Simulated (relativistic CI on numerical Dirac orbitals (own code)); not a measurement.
# How well does a small relativistic CI reproduce Ta?

Computed by Dirac-Coulomb-Breit CI, orbitals from a KLI potential per configuration, QED by a radiative potential, valence Slater integrals scaled by 0.85, P86 correlation estimate, and configurations built on the next ion tied to the tabulated ionisation energy (semi-empirical) (own radial code, finite nucleus).

Configurations in the expansion (outside the closed core [Xe] 4f14): 5d³6s², 5d³6s6p, 5d³6s6d, 5d³6s7s, 5d³6s7p, 5d³6s7d, 5d³6s8s, 5d³6s6f, 5d³6s7f, 5d⁴6s, 5d⁵, 5d²6s²6p, 5d6s²6p², 5d³6p², 5d⁴6p, 5d²6s²5f, 5d²6s²7p, 5d²6s6p², 5d²6s²7s, 5d⁴6d, 5d²6s²8s, 5d⁴5f, 5d²6s²7d, 5d²6s²6d. Levels of other configurations are missing.

```csv
Configuration,Term (tabulated),J,Measured (cm⁻¹),Computed,Error,Purity (%)
5d³6s²,4F,3/2,0.0,0,0,82
5d³6s²,4F,5/2,2010.1,1599,-412,85
5d³6s²,4F,7/2,3963.9,3327,-637,84
5d³6s²,4F,9/2,5621.0,4971,-650,77
5d³6s²,4P,1/2,6049.4,5977,-72,63
5d³6s²,4P,3/2,6068.9,6126,57,56
5d³6s²,4P,5/2,9253.4,8628,-625,72
5d³6s6p,6G°,11/2,25008.8,23166,-1842,90
```

Measured levels from NIST Handbook of Basic Atomic Spectroscopic Data (Sansonetti and Martin, J. Phys. Chem. Ref. Data 34, 1559 (2005)); pairs were made by configuration, J and term (by order where the table uses no LS term), so strongly mixed levels may be paired wrongly.

Mean error by configuration (cm⁻¹): 5d³6s² -390; 5d³6s6p -1842. Over the excited levels the mean absolute error is 614 cm⁻¹ (7 of the 8 excited levels that our extract of the source holds in range could be paired, and the others can miss by more), and the median relative error of those above 1,000 cm⁻¹ is 7.4 %. Some levels of the ground configuration have no partner.
